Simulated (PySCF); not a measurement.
Simulated outer-valence photoelectron spectrum of `C=C[SiH2]N`. Level of theory: EOM-IP-CCSD/aug-cc-pVDZ in PySCF, restricted Hartree–Fock reference, 8 core orbitals frozen, non-relativistic, gas phase, PBE0-D3(BJ)/def2-SVP geometry.

Each root has a Gaussian of 0.5 eV full width with its one-hole share as area; cross sections and vibrations are left out, and the highest printed point is 100.

```
ionisation energy (eV)  intensity
                   9.0          1
                   9.2          8
                   9.4         38
                   9.6         71
                   9.8         58
                  10.0         40
                  10.2         64
                  10.4         69
                  10.6         33
                  10.8         16
                  11.0         42
                  11.2         72
                  11.4         52
                  11.6         17
                  11.8         18
                  12.0         53
                  12.2         71
                  12.4         39
                  12.6          9
                  12.8          1
                  13.0          2
                  13.2         16
                  13.4         56
                  13.6         93
                  13.8        100
                  14.0         78
                  14.2         33
                  14.4          6
                  14.6          1
                  14.8          0
                  15.0          5
                  15.2         28
                  15.4         65
                  15.6         62
                  15.8         24
                  16.0          5
                  16.2         12
                  16.4         46
                  16.6         72
                  16.8         47
                  17.0         13
                  17.2          1
```

**Question.** Where are the maxima, and how many lines lie under the curve?

**Answer.** 7 maxima, at 9.6, 10.3, 11.2, 12.2, 13.8, 15.5 and 16.6 eV, from 8 lines. At this width some lines have no maximum of their own.

**Question.** List the lines with their holes.

**Answer.** 
```csv
E (eV),leading hole (HF orbital),area,Koopmans (eV)
9.64,HOMO-1,0.95,10.81
10.33,HOMO,0.96,10.27
11.23,HOMO-2,0.95,12.23
12.17,HOMO-3,0.94,12.98
13.57,HOMO-4,0.94,14.70
13.93,HOMO-5,0.95,15.29
15.49,HOMO-6,0.93,16.97
16.60,HOMO-7,0.95,17.76
```

The widest gap, 1.56 eV, lies between 13.93 and 15.49 eV. Only orbitals with −ε under 21 eV, eight at most, were ionised, so the high end of the curve may lack lines.

Shape of the structure used: `[CH2:1]=[CH:2][SiH2:3][NH2:4]`: C1–C2–Si3–N4 125°, H–N4–Si3–C2 161°, H–N4–Si3–C2 -58°.

One conformer stands for the species.
